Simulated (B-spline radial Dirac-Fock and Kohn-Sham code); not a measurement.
Dipole and non-dipole photoemission parameters of Nd 4p3/2

System: atomic neodymium, configuration [Xe] 4f4 6s2; threshold 224.6 eV (tabulated edge). Method: Dirac-Hartree-Slater photoionisation with a Latter tail; cross sections with all multipoles, angular parameters from the dipole term and its interference with E2. Computed with a radial finite-basis atomic code.

Input of the calculation (task.json; shells as n, l, electrons):

```json
{"items": [{
  "Z": 60,
  "q": 0,
  "cfg": [[1, 0, 2], [2, 0, 2], [2, 1, 6], [3, 0, 2], [3, 1, 6], [3, 2, 10], [4, 0, 2], [4, 1, 6], [4, 2, 10], [4, 3, 4], [5, 0, 2], [5, 1, 6], [6, 0, 2]],
  "A": 142,
  "rrms": 4.9123,
  "do": "xps",
  "hv": [60, 60.1, 66.9, 75.2, 153.0, 213.0, 235.0, 249.0, 338.0, 339.0, 362.0, 365.0, 428.0, 434.0, 511.0, 728.0, 800, 882.0, 954.0, 1000, 1253.6, 2930.0, 3610.0, 4000, 4030.0, 4910.0, 9220.0, 9251.7, 12000, 15000],
  "edges": {"K": 43569.0, "L1": 7126.0, "L2": 6722.0, "L3": 6208.0, "M1": 1575.0, "M2": 1403.0, "M3": 1297.0, "M4": 1003.3, "M5": 980.4, "N1": 319.2, "N2": 243.3, "N3": 224.6, "N4": 120.5, "N5": 120.5}
}]}
```

Launch: `python xray2_run.py task.json out`

For linearly polarised light dσ/dΩ = σ/(4π) [1 + β P₂(cos θ) + (δ + γ cos²θ) sin θ cos φ], with θ from the polarisation vector and φ the angle between the beam and the projection of the electron momentum on the plane normal to the polarisation.

```tsv
hν (eV)	σ (kb)	β	γ	δ
235	318	-0.983	-0.107	0.058
249	311	-0.735	-0.033	0.019
338	273	0.391	-0.050	0.062
339	272	0.399	-0.048	0.062
362	262	0.561	0.010	0.060
365	261	0.580	0.018	0.060
428	233	0.882	0.147	0.048
434	230	0.904	0.157	0.047
511	198	1.124	0.237	0.033
728	132	1.427	0.240	0.012
800	117	1.481	0.215	0.008
882	102	1.529	0.182	0.006
954	?	?	?	?
1000	85.0	1.580	0.134	0.003
1253.6	59.7	1.649	0.049	0.001
2930	12.4	1.721	0.050	0.005
3610	8.01	1.707	0.160	0.007
4000	6.41	1.697	0.231	0.008
4030	6.30	1.696	0.237	0.009
4910	4.04	1.669	0.402	0.012
9220	0.865	1.529	1.116	0.037
9251.7	0.858	1.528	1.120	0.037
12000	0.430	1.448	1.470	0.057
15000	0.232	1.368	1.775	0.081
```

Q: Give the values at 954 eV.

A: σ = 91.2 kb, β = 1.563, γ = 0.152, δ = 0.004.
